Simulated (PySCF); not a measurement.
HI₂InO, SMILES [I][In]([I])[OH].

The structure is a stationary point at PBE-D3(BJ)/def2-SVP. The structure was generated by enumeration; whether it is a known compound was not checked. The def2 effective core potentials stand for the cores of I, In; spin–orbit coupling is left out. Other conformers were not sampled.

Level of theory: TDA-LC-ωPBE/def2-SVPD (PySCF).

Vertical excitations.  State labels are in the subgroup Cs.

Problem. Estimate the UV-visible absorptions. (An estimate is asked for; the answer gives what the named calculation found.)

Solution. 
```json
[
 {"state": "S1", "symmetry": "A'", "energy (eV)": "4.49", "λ (nm)": "276", "f": "0.031", "main pairs": "HOMO→LUMO 90 %"},
 {"state": "S2", "symmetry": "A\"", "energy (eV)": "4.54", "λ (nm)": "273", "f": "0.000", "main pairs": "HOMO−1→LUMO 92 %"},
 {"state": "S3", "symmetry": "A'", "energy (eV)": "4.68", "λ (nm)": "265", "f": "0.029", "main pairs": "HOMO−2→LUMO 90 %"},
 {"state": "S4", "symmetry": "A\"", "energy (eV)": "4.75", "λ (nm)": "261", "f": "0.011", "main pairs": "HOMO−3→LUMO 92 %"},
 {"state": "S5", "symmetry": "A\"", "energy (eV)": "5.76", "λ (nm)": "215", "f": "0.027", "main pairs": "HOMO−5→LUMO 88 %"},
 {"state": "S6", "symmetry": "A'", "energy (eV)": "5.84", "λ (nm)": "212", "f": "0.119", "main pairs": "HOMO−4→LUMO 47 %, HOMO−1→LUMO+1 45 %"},
 {"state": "S7", "symmetry": "A\"", "energy (eV)": "5.88", "λ (nm)": "211", "f": "0.000", "main pairs": "HOMO→LUMO+1 96 %"},
 {"state": "S8", "symmetry": "A\"", "energy (eV)": "6.02", "λ (nm)": "206", "f": "0.001", "main pairs": "HOMO−2→LUMO+1 95 %"},
 {"state": "S9", "symmetry": "A'", "energy (eV)": "6.17", "λ (nm)": "201", "f": "0.017", "main pairs": "HOMO−3→LUMO+1 49 %, HOMO−6→LUMO 31 %, HOMO−1→LUMO+1 9 %"},
 {"state": "S10", "symmetry": "A'", "energy (eV)": "6.68", "λ (nm)": "186", "f": "0.689", "main pairs": "HOMO−4→LUMO 30 %, HOMO−1→LUMO+1 27 %, HOMO−3→LUMO+1 19 %"},
 {"state": "T1", "symmetry": "A'", "energy (eV)": "3.98", "λ (nm)": "312", "f": "0", "main pairs": "HOMO→LUMO 90 %"},
 {"state": "T2", "symmetry": "A\"", "energy (eV)": "4.12", "λ (nm)": "301", "f": "0", "main pairs": "HOMO−1→LUMO 90 %"},
 {"state": "T3", "symmetry": "A'", "energy (eV)": "4.15", "λ (nm)": "299", "f": "0", "main pairs": "HOMO−2→LUMO 90 %"},
 {"state": "T4", "symmetry": "A\"", "energy (eV)": "4.29", "λ (nm)": "289", "f": "0", "main pairs": "HOMO−3→LUMO 89 %"}
]
```
Triplets are in the Tamm–Dancoff approximation.
